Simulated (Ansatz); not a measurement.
Basis sets compared for SnHMe2Cl (C₂H₇ClSn). Total charge 0; singlet. Geometry PBE-D4/def2-SVP. Ansatz on 4 threads of Intel Xeon on a shared host; times are rough, and most runs start from earlier orbitals.

```xyz
11

Sn    0.5739   -0.4956    0.0888
H     1.3888   -1.7749   -0.7519
C    -1.4840   -0.9710    0.5509
H    -2.0513   -1.1419   -0.3850
H    -1.9370   -0.1275    1.1056
H    -1.5240   -1.8826    1.1761
C     0.8074    1.4263   -0.8734
H     1.8828    1.6617   -0.9810
H     0.3236    2.2043   -0.2529
H     0.3332    1.4073   -1.8743
Cl    1.6866   -0.3062    2.1972
```

In the def2 sets Sn takes a core potential, while STO-3G treats all electrons; there is no spin–orbit coupling.

STO-3G and 6-31G are all-electron sets without relativity, so their totals don't compare with the def2 sets.

Binding counts from free atoms (Sn triplet, H doublet, C triplet, Cl doublet) in the same basis, without a counterpoise term.

| level | functions | energy (Eh) | HOMO (eV) | LUMO (eV) | binding per atom (eV) | wall time |
| --- | --- | --- | --- | --- | --- | --- |
| HF/STO-3G | 53 | -6496.8767 | -9.07 | 8.00 | 3.63 | 1.8 s |
| HF/def2-TZVP | 191 | -752.7491 | -10.89 | 2.59 | 2.59 | 3.7 s |
| PBE-D4/def2-SVP | 107 | -754.4441 | -6.52 | -0.99 | 3.49 | 2.7 s |
| PBE-D4/def2-TZVP | 191 | -754.7079 | -6.76 | -1.28 | 3.49 | 3.5 s |
| r2SCAN-D4/def2-TZVP | 191 | -755.0132 | -7.07 | -0.98 | 3.46 | 6.5 s |
| PBE0-D4/def2-SVP | 107 | -754.5146 | -7.87 | -0.08 | 3.46 | 6.5 s |
| PBE0-D4/def2-TZVP | 191 | -754.7720 | -8.04 | -0.36 | 3.46 | 6 s |

Q: Estimate the rows for PBE-D4/def2-TZVPD, r2SCAN-D4/def2-TZVPD, PBE0-D4/def2-TZVPD.

A: 
| level | functions | energy (Eh) | HOMO (eV) | LUMO (eV) | binding per atom (eV) | wall time |
| --- | --- | --- | --- | --- | --- | --- |
| PBE-D4/def2-TZVPD | 239 | -754.7094 | -6.81 | -1.41 | 3.49 | 8 s |
| r2SCAN-D4/def2-TZVPD | 239 | -755.0143 | -7.09 | -1.07 | 3.47 | 12 s |
| PBE0-D4/def2-TZVPD | 239 | -754.7732 | -8.06 | -0.52 | 3.46 | 9 s |
